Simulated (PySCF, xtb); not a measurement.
B(H)(NH2)(NMe2) (C2H9BN2), SMILES N(C)(BN)C.

GFN2-xTB (xtb) at its own geometry gives an orbital gap of 6.05 eV and a dipole moment of 1.40 D.

The structure is a stationary point at r2SCAN-D4/def2-SVP. The structure was generated by enumeration, and PubChem lists no compound with its InChIKey, so it may never have been made. Other conformers were not sampled.

What does CAM-B3LYP/def2-TZVP (PySCF) give? (An estimate is asked for; the answer gives what the named calculation found.)

gap 9.35 eV (levels -7.59 and 1.76 eV), dipole 1.20 D.
